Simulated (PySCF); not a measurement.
H5NSi2, SMILES `[SiH2]=N[SiH3]`, neutral singlet in the gas phase. 

Cartesian coordinates (Å):
SMILES: [SiH2]=N[SiH3]
```xyz
8

Si    -1.7435     0.3872    -0.0311
N     -0.1976     0.2078     0.0682
Si     1.3877    -0.2843    -0.2484
H     -2.6180    -0.2306    -1.0500
H     -2.5119     1.2173     0.9133
H      2.2381     0.8965    -0.5275
H      1.9442    -0.9937     0.9274
H      1.5010    -1.2003    -1.4123
```
Charge 0, spin multiplicity 1.

All levels are single points at this geometry (CAM-B3LYP-D3(BJ)/def2-TZVP); Pople sets use spherical d functions. Orbital energies aren't observables, and empty levels follow the basis.

```
level                                HOMO (eV)  LUMO (eV)  gap (eV)  dipole (D)  vertical IE, Delta-SCF (eV)
-----------------------------------  ---------  ---------  --------  ----------  ---------------------------
CAM-B3LYP-D3(BJ)/def2-TZVP in PySCF      -8.56      -0.98      7.58        3.09                         9.23
B3LYP/LANL2DZ in PySCF                   -6.63      -2.03      4.61        2.15                            –
M06-2X/6-31G* in PySCF                   -8.29      -0.87      7.43        2.80                            –
PBE/6-31G* in PySCF                      -5.76      -2.62      3.13        2.32                         8.89
HF/3-21G in PySCF                       -10.01       1.65     11.66        2.71                            –
HF/STO-3G in PySCF                       -6.65       7.39     14.04        1.63                            –
```
